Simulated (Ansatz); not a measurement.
Correlation energies of Br2ClIn, SMILES `[Cl][In]([Br])[Br]` by basis set

Z-matrix (Å, degrees):
```
In
Cl 1 2.299
Br 1 2.434 2 119.4
Br 1 2.434 2 119.4 3 -180.0
```

Total charge 0; spin multiplicity 1. Correlated methods include outer-core shells of Br, In, which these sets cover unevenly. Scalar relativity is left out up to krypton. In: def2 effective core potential. The structure was optimised at the PBE0-D4/def2-TZVP level. Frozen core, restricted reference, Ansatz.

```csv
basis,HF (Eh),MP2 corr.,CCSD corr.,(T),CCSD(T) total
def2-SVP,-5792.94173,-0.66324,-0.67999,-0.01580,-5793.63752
def2-TZVPP,-5793.74009,-0.99837,-1.01427,-0.03635,-5794.79071
def2-QZVPP,-5793.85275,-1.84417,–,–,–
```
